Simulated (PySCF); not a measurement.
Computed IR spectrum (relative IR intensity) of a molecule C3H6OSi. The structure is a stationary point at PBE-D3(BJ)/def2-SVP. Other conformers were not sampled. Level of theory: PySCF with PBE-D3(BJ)/def2-SVP. Frequencies are harmonic and unscaled.

Lines under 2 % of the strongest are left out, and lines within 2 cm⁻¹ are merged.

ν (cm⁻¹): 263 (vw), 489 (vw), 565 (w), 685 (m), 736 (m), 832 (w), 896 (m), 936 (m), 946 (m), 1343 (vw), 1379 (vw), 1813 (vs), 2134 (m), 2154 (m), 2965 (vw), 3027 (vw) (against the strongest line: vs over 80 %, s over 45 %, m over 15 %, w over 4 %, vw less)

Task: Pick the molecule that these values belong to.
A. C=C=CO[SiH3]
B. C=C1C[SiH2]O1
C. C#C[SiH2]OC
D. O=C1CC[SiH2]1

Result: D, O=C1CC[SiH2]1
